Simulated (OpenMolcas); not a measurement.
Cu4+, Ag4+, Au4+: d7 down the group

```json
{"Program": "OpenMolcas", "Method": "CASSCF", "Basis": "ANO-R2", "Scalar Hamiltonian": "X2C, finite nucleus", "Spin-orbit coupling": "RASSI with atomic mean-field integrals over the reference wave functions, term energies averaged over their components"}
```

Active space for each ion: 7 electrons in 10 orbitals (d d).

Computed levels in cm-1 above 4F 9/2:

```tsv
Level	Cu4+	Ag4+	Au4+
4F 7/2	1523	3437	11614
4F 5/2	2620	5548	13712
4P 5/2	24097	18317	22503
2G 9/2	24764	19214	23149
4P 1/2	25273	20535	26929
2G 7/2	26256	22650	31963
2H 11/2	32693	25531	30670
2H 9/2	34033	29057	43185
2P 1/2	34171	28889	42888
weight of 4F in the lowest level (%)	100	97	84
```

Mixed levels, with the weight of the term that names them: Au4+ 4F 5/2 (64 %), Au4+ 2G 9/2 (58 %), Au4+ 4P 1/2 (67 %), Au4+ 2H 9/2 (71 %), Au4+ 2P 1/2 (67 %).

Measured, with the error of the calculation in %. Measured levels: Cu4+ from Sugar and Musgrove, J. Phys. Chem. Ref. Data 19, 527 (1990); Ag4+ from the list in Gamrath, thesis, University of Mons (2023).

| Level | Cu4+ | Ag4+ |
| --- | --- | --- |
| 4F 7/2 | 1616 (-5.8) | 3690 (-6.9) |
| 4F 5/2 | 2759 (-5.1) | 5816 (-4.6) |
| 4P 5/2 | 20827 (+15.7) | 14899 (+22.9) |
| 2G 9/2 | 22575 (+9.7) | 16875 (+13.9) |
| 4P 1/2 | 21935 (+15.2) | 17067 (+20.3) |
| 2G 7/2 | 24100 (+8.9) | 20442 (+10.8) |
| 2H 11/2 | 30402 (+7.5) | 22532 (+13.3) |
| 2H 9/2 | 31823 (+6.9) | 26368 (+10.2) |
| 2P 1/2 | 28367 (+20.5) | 24599 (+17.4) |

The fine-structure level 4F 5/2 changes by a factor of 5.23 from Cu4+ to Au4+.

Without spin-orbit coupling 4P lies 23101, 16147, 14475 cm-1 above 4F in that order; the difference to the level 4P 5/2, of either sign, comes from spin-orbit coupling, which also lowers the zero.

Without dynamic correlation excited terms often stand tens of per cent too high (terms of higher spin than the ground term too low), and those without a measured partner can miss by more than the paired ones. Active for correlation alone: 4d; no level in the range computed is led by a configuration that fills it, so any true level of that kind is missing (holds for Cu4+). Active for correlation alone: 5d; no level in the range computed is led by a configuration that fills it, so any true level of that kind is missing (holds for Ag4+). Active for correlation alone: 6d; no level in the range computed is led by a configuration that fills it, so any true level of that kind is missing (holds for Au4+). Measured partners are found by configuration, term and J. A level has none where our copy of the source lacks it or the pairing is in doubt (some pairs that miss far off the trend of their configuration count as doubtful), and it then counts in no deviation. Only configurations of the active space appear.
